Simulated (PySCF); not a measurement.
## Field gradients at the hydrogen positions

Compound: 2,3-dimethyl-1-butanol, C₆H₁₄O.
Structure used (GFN2-xTB), in Å, numbered top down from 1:
```xyz
21
C6H14O angstrom
C     -1.1692    0.8947    1.0364
C     -0.7560    0.3309   -0.3216
C     -1.8650   -0.5692   -0.8634
C      0.5961   -0.4098   -0.2957
C      0.7351   -1.4080    0.8503
C      1.7621    0.5838   -0.2602
O      1.7333    1.3706   -1.4330
H     -0.3762    1.4947    1.4752
H     -2.0441    1.5305    0.9177
H     -1.4238    0.0951    1.7281
H     -0.6291    1.1652   -1.0189
H     -1.6074   -0.9469   -1.8502
H     -2.0362   -1.4167   -0.2032
H     -2.7953   -0.0110   -0.9435
H      0.6815   -0.9501   -1.2447
H     -0.1072   -2.0935    0.8663
H      1.6447   -1.9930    0.7297
H      0.7868   -0.8956    1.8077
H      2.7088    0.0262   -0.2013
H      1.6896    1.2218    0.6320
H      2.4628    1.9972   -1.4084
```

Level: PBE0/pcSseg-1 (PySCF, non-relativistic); Q(2H) = 0.00286 b; rigid geometry, the same for H and D, with no vibrational averaging.

**Question.** Rank these positions by the coupling χzz of a deuteron there, largest first.
A. H19 (methylene hydrogen)
B. H21 (hydroxyl hydrogen)
C. H17 (methyl hydrogen)
D. H11 (methine hydrogen)

**Answer.** B (319 kHz), C (212 kHz), D (195 kHz), A (191 kHz).

**Question.** Tabulate Vzz, the asymmetry η and χzz = 234.96 MHz × Q × Vzz for every hydrogen position.

**Answer.** 
```csv
atom,bonded to,bond length (Å),Vzz (au),η,χzz (kHz)
H8,C1,1.087,0.3191,0.02,214
H9,C1,1.088,0.3160,0.01,212
H10,C1,1.087,0.3156,0.01,212
H11,C2,1.095,0.2903,0.00,195
H12,C3,1.088,0.3162,0.02,212
H13,C3,1.088,0.3160,0.02,212
H14,C3,1.088,0.3161,0.02,212
H15,C4,1.095,0.2944,0.02,198
H16,C5,1.086,0.3193,0.01,215
H17,C5,1.088,0.3154,0.01,212
H18,C5,1.087,0.3157,0.02,212
H19,C6,1.100,0.2840,0.07,191
H20,C6,1.099,0.2857,0.06,192
H21,O7,0.962,0.4749,0.14,319
```

**Question.** Average by the element that carries the hydrogen.

**Answer.** on C: 207 kHz over 13 positions, mean bond length 1.091 Å; on O: 319 kHz over 1 position, mean bond length 0.962 Å.

**Question.** How does χzz go with the bond length over the 13 C–H bonds?

**Answer.** A straight-line fit has a slope of -18.2 kHz for each 0.01 Å, with a correlation coefficient of -0.99, over lengths from 1.086 to 1.100 Å. The longer bonds have the smaller couplings here.

Geometry: GFN2-xTB, one conformer, isolated molecule. GFN2-xTB bond lengths can be off by several hundredths of an ångström, more for odd bonds, and the gradients follow them. With so small a basis the couplings can be 20 % off.
